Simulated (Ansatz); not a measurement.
Mulliken charges of `[OH][GeH3]` from PBE/def2-TZVPP in Ansatz (PBE0-D4/def2-TZVP geometry).

| atom | x (Å) | y (Å) | z (Å) | charge (e) |
| --- | --- | --- | --- | --- |
| O1 | 0.457 | -1.231 | 0.428 | -0.391 |
| Ge2 | -0.267 | 0.267 | -0.213 | 0.286 |
| H3 | 1.270 | -1.072 | 0.912 | 0.175 |
| H4 | -1.530 | -0.204 | -0.938 | -0.008 |
| H5 | 0.717 | 0.952 | -1.181 | -0.031 |
| H6 | -0.604 | 1.224 | 0.946 | -0.031 |

Task: By hand: the dipole of these point charges (1 e Å = 4.8032 D).

Result: Σ q r = (-0.024, 0.304, -0.054) e Å, of length 0.310 e Å = 1.49 D.

Task: How does the dipole of the full density compare? (An estimate is asked.)

Result: The calculation gave: (0.135, 0.237, 0.053) e Å, 1.33 D; the point charges give 1.12 times that, at 40° from its direction.

Point charges leave out the atoms' own dipoles, such as those of lone pairs, and Mulliken's split depends on the basis, so the two needn't agree.
